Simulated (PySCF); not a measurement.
## KSn: energy against distance

Set-up: PySCF, scalar-relativistic core potentials, basis sets K def2-SVP, Sn def2-SVP with ECP28. Energies in eV from K + Sn in their ground configurations at the same level. State: ⁴Σ⁻ (quartet), unpaired electrons σ ↑, π ↑↑.

All columns are PBE0. A positive dipole means K(−)Sn(+).

```json
{"R (Å)": "2.831", "E (eV)": "-0.993", "μ (D)": "-8.32", "Mulliken charge on K (basis-dependent)": "0.58", "HOMO (eV)": "-3.96", "LUMO (eV)": "-1.46", "Mayer bond order": "0.75", "⟨S²⟩": "3.75"}
{"R (Å)": "2.963", "E (eV)": "-1.173", "μ (D)": "-8.74", "Mulliken charge on K (basis-dependent)": "0.57", "HOMO (eV)": "-3.86", "LUMO (eV)": "-1.51", "Mayer bond order": "0.76", "⟨S²⟩": "3.75"}
{"R (Å)": "3.095", "E (eV)": "-1.269", "μ (D)": "-9.13", "Mulliken charge on K (basis-dependent)": "0.55", "HOMO (eV)": "-3.78", "LUMO (eV)": "-1.55", "Mayer bond order": "0.78", "⟨S²⟩": "3.75"}
{"R (Å)": "3.193", "E (eV)": "-1.302", "μ (D)": "-9.41", "Mulliken charge on K (basis-dependent)": "0.53", "HOMO (eV)": "-3.72", "LUMO (eV)": "-1.58", "Mayer bond order": "0.79", "⟨S²⟩": "3.75"}
{"R (Å)": "3.292", "E (eV)": "-1.310", "μ (D)": "-9.67", "Mulliken charge on K (basis-dependent)": "0.52", "HOMO (eV)": "-3.66", "LUMO (eV)": "-1.61", "Mayer bond order": "0.79", "⟨S²⟩": "3.75"}
{"R (Å)": "3.391", "E (eV)": "-1.299", "μ (D)": "-9.92", "Mulliken charge on K (basis-dependent)": "0.51", "HOMO (eV)": "-3.61", "LUMO (eV)": "-1.64", "Mayer bond order": "0.79", "⟨S²⟩": "3.75"}
{"R (Å)": "3.522", "E (eV)": "-1.264", "μ (D)": "-10.24", "Mulliken charge on K (basis-dependent)": "0.50", "HOMO (eV)": "-3.56", "LUMO (eV)": "-1.70", "Mayer bond order": "0.78", "⟨S²⟩": "3.75"}
{"R (Å)": "3.687", "E (eV)": "-1.198", "μ (D)": "-10.59", "Mulliken charge on K (basis-dependent)": "0.49", "HOMO (eV)": "-3.49", "LUMO (eV)": "-1.77", "Mayer bond order": "0.76", "⟨S²⟩": "3.75"}
{"R (Å)": "3.885", "E (eV)": "-1.099", "μ (D)": "-10.94", "Mulliken charge on K (basis-dependent)": "0.48", "HOMO (eV)": "-3.44", "LUMO (eV)": "-1.85", "Mayer bond order": "0.73", "⟨S²⟩": "3.75"}
{"R (Å)": "4.148", "E (eV)": "-0.956", "μ (D)": "-11.25", "Mulliken charge on K (basis-dependent)": "0.47", "HOMO (eV)": "-3.40", "LUMO (eV)": "-1.95", "Mayer bond order": "0.68", "⟨S²⟩": "3.75"}
```

A fit through these points gives, at Re = 3.280 Å, μ = -9.64 D and dμ/dR = -2.63 D/Å; the reduced mass is 29.41 u.

**Question.** How strong is the fundamental in the double-harmonic approximation, I = 42.26·(dμ/dR)²/μred km/mol?

**Answer.** I = 42.26·(-2.63)²/29.41 = 9.94 km/mol at PBE0.

These are scalar-relativistic numbers at best; spin–orbit coupling would shift them, the dissociation energy most. The state is the lowest determinant that a PBE0 search found; another state may lie lower at other levels.
